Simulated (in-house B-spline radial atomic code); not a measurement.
A calculation on neutral caesium: its settings, and results tabulated from the run. Method: Dirac-Hartree-Fock, average of configuration, Fermi nucleus of rms radius 4.8041 fm, inside a hard spherical wall at 3.22 bohr. Calculated with a radial B-spline atomic code at the basis-set limit.

Command:
```bash
python run_scf.py task.json out
```
Settings (nuclear radius in fm, mass in u):
```
Z                55
configuration    [Xe] 5d1
hamiltonian      dirac
method           hf
spin_polarised   False
nucleus          fermi
rms_radius       4.8041
atomic_mass      132.90545
speed_of_light   137.035999084
wall_radius      3.22
```

Output (hartree, bohr):
```
 radial grid: 60 intervals, B-splines of order 8, outer radius 3.22 bohr

 iter        energy (Eh)    residual
    1       -7782.886882    6.03e-01
    2       -7784.154464    1.37e-01
    3       -7784.671137    3.05e-02
    4       -7784.698298    6.98e-03
    5       -7784.699315    3.74e-03
    6       -7784.699748    1.18e-04
    7       -7784.699748    3.04e-05
    8       -7784.699748    1.85e-06
    9       -7784.699748    1.11e-07

 total energy                     -7784.69975
 kinetic                            8300.5877
 electron-nucleus                 -18981.6745
 electron-electron                  2896.3870

 first-order corrections (not in the total)
   Gaunt                             6.8693
   retardation                      -0.7117
   frequency dependence             -0.0713
   self-energy                       4.6886
   Uehling                          -0.6602
   Wichmann-Kroll                    0.0161

 orbital      occ     eigenvalue          <r>       <r^2>       <1/r>     <1/r^2>       r_max    small
 1s1/2      2.000     -1329.1250    0.0261036 0.000924778     59.3972     7749.74     0.01679  4.12e-02
 2s1/2      2.000      -211.5879     0.111556   0.0147428     13.9393     923.944     0.09491  8.89e-03
 2p1/2      2.000      -198.4503    0.0941318   0.0109116     13.8822     294.816     0.07279  8.88e-03
 2p3/2      4.000      -185.4587    0.0999784   0.0121801     12.7233     220.513     0.07773  8.40e-03
 3s1/2      2.000       -45.0155     0.297354    0.101173     5.01322     189.651      0.2719  2.69e-03
 3p1/2      2.000       -39.4934     0.287843   0.0962697     4.91413     60.6018       0.259  2.62e-03
 3p3/2      4.000       -36.9411     0.299308    0.103897     4.63062     45.9206      0.2697  2.49e-03
 3d3/2      4.000       -27.3513     0.270618   0.0864977     4.47567     25.1428      0.2186  2.36e-03
 3d5/2      6.000       -26.8174     0.274256   0.0886973     4.40274     24.1614      0.2217  2.32e-03
 4s1/2      2.000        -8.6067     0.695859    0.545978     2.01537      40.945      0.6428  7.68e-04
 4p1/2      2.000        -6.5430     0.723284    0.594784     1.90642      12.687      0.6577  7.05e-04
 4p3/2      4.000        -6.0220     0.749152    0.638044     1.81994     9.74437      0.6807  6.68e-04
 4d3/2      4.000        -2.5951     0.839047    0.820037     1.57428     4.53485      0.7192  5.21e-04
 4d5/2      6.000        -2.5081     0.849828    0.841139     1.55068     4.35071      0.7277  5.10e-04
 5s1/2      2.000        -0.7648      1.67341     3.06624    0.761824     6.34012       1.576  1.50e-04
 5p1/2      2.000        -0.1380      1.77315     3.42435    0.710952     2.01991       1.718  1.38e-04
 5p3/2      4.000        -0.0577      1.80443     3.53912    0.695168     1.63446       1.768  1.36e-04
 5d3/2      0.400         0.7833      1.94992      4.1264    0.649637    0.978814       2.043  1.38e-04
 5d5/2      0.600         0.7985      1.95453      4.1474    0.648797    0.966105       2.054  1.39e-04
```

Cost of the run: 0.61 s on 1 thread of Arm Neoverse V2, with other jobs on the host.

For the Dirac Hamiltonian the kinetic term is c α·p + (β - 1)c².
